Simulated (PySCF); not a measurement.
Species: C₅H₁₀O₃Si.
Atom-mapped SMILES: `[CH3:1][C:2](=[O:3])[O:4][C@@H:5]1[CH2:6][O:7][SiH2:8][CH2:9]1` (hydrogens: H10, H11, H12 on C1; H13 on C5; H14, H15 on C6; H16, H17 on Si8; H18, H19 on C9)

Level: PBE0/pcSseg-1 in PySCF, non-relativistic, on one gas-phase PBE0-D3(BJ)/def2-SVP geometry that isn't relaxed in the solvent. The solvent is an IEF-PCM continuum (Bondi radii, 1.10 Å for H, scaled by 1.2). Only the electrostatic response of the medium enters.

Gas phase at PBE0/pcSseg-1: HOMO -7.94 eV, LUMO 0.18 eV, dipole 2.20 D.

Task: What does the continuum do to the energy, the frontier levels and the dipole at PBE0/pcSseg-1 in chloroform and water?

Result: 
```tsv
solvent	ε	E(solvent) − E(gas) (kcal/mol)	polarisation term (kcal/mol)	distortion of the solute (kcal/mol)	HOMO (eV)	LUMO (eV)	dipole (D)
chloroform	4.711	-4.86	-5.33	0.47	-7.94	0.20	2.64
water	78.36	-6.86	-7.82	0.96	-7.96	0.18	2.85
```

Polarisation term: ½ Σ q·V over the induced surface charges. Distortion: the rise of the solute's own energy as its density leaves the gas-phase optimum. From chloroform to water the lowering changes by a factor 1.41, Onsager's factor (ε − 1)/(2ε + 1) by 1.38 and ε itself by 16.6.

Task: Which radius a makes the point-dipole formula ΔE = −[(ε − 1)/(2ε + 1)]·μ²/a³ give the value in water, with the gas-phase dipole?

Result: μ = 0.866 au and |ΔE| = 0.01093 Eh give a = 1.71 Å; the farthest nucleus lies 3.93 Å from the centroid of the nuclei, so such a sphere wouldn't even hold the nuclei. The formula assumes a rigid point dipole at the centre of a sphere.

Task: Which Mulliken charges (PBE0/pcSseg-1) respond most in chloroform (means over atoms taken as equivalent)?

Result: 
```json
{"atoms": "O3", "environment": "ester carbonyl oxygen", "gas (e)": "-0.411", "solvent (e)": "-0.447", "change": "-0.036"}
{"atoms": "O7", "environment": "silyl ether oxygen", "gas (e)": "-0.634", "solvent (e)": "-0.656", "change": "-0.022"}
{"atoms": "H15", "environment": "methylene hydrogen", "gas (e)": "+0.113", "solvent (e)": "+0.127", "change": "+0.014"}
{"atoms": "H18", "environment": "methylene hydrogen", "gas (e)": "+0.154", "solvent (e)": "+0.168", "change": "+0.014"}
{"atoms": "C2", "environment": "ester carbonyl carbon", "gas (e)": "+0.379", "solvent (e)": "+0.390", "change": "+0.011"}
{"atoms": "H10/H11/H12", "environment": "methyl hydrogen", "gas (e)": "+0.147", "solvent (e)": "+0.155", "change": "+0.008"}
{"atoms": "H19", "environment": "methylene hydrogen", "gas (e)": "+0.158", "solvent (e)": "+0.165", "change": "+0.007"}
{"atoms": "C6", "environment": "sp3 carbon bound to oxygen", "gas (e)": "+0.150", "solvent (e)": "+0.144", "change": "-0.006"}
```

Task: Which Mayer bond orders change most in chloroform?

Result: 
```
  bond  length (Å)    gas  solvent  change
 C2–O3       1.203  1.942    1.913  -0.029
 C2–O4       1.343  1.080    1.090  +0.010
 C6–O7       1.410  0.907    0.898  -0.009
Si8–C9       1.892  0.902    0.911  +0.009
O7–Si8       1.684  0.942    0.933  -0.009
 C1–C2       1.499  1.009    1.017  +0.008
 O4–C5       1.433  0.799    0.793  -0.006
C1–H10       1.100  0.944    0.939  -0.005
```

Task: How do the nuclear quadrupole coupling constants eQVzz/h respond in chloroform?

Result: 
| nucleus | Q (barn) | gas (MHz) | solvent (MHz) | η gas | η solvent |
| --- | --- | --- | --- | --- | --- |
| 17O at O3 | -0.0256 | 9.96 | 9.78 | 0.20 | 0.14 |
| 17O at O4 | -0.0256 | -10.04 | -9.93 | 0.39 | 0.39 |
| 17O at O7 | -0.0256 | -10.43 | -10.33 | 0.50 | 0.50 |
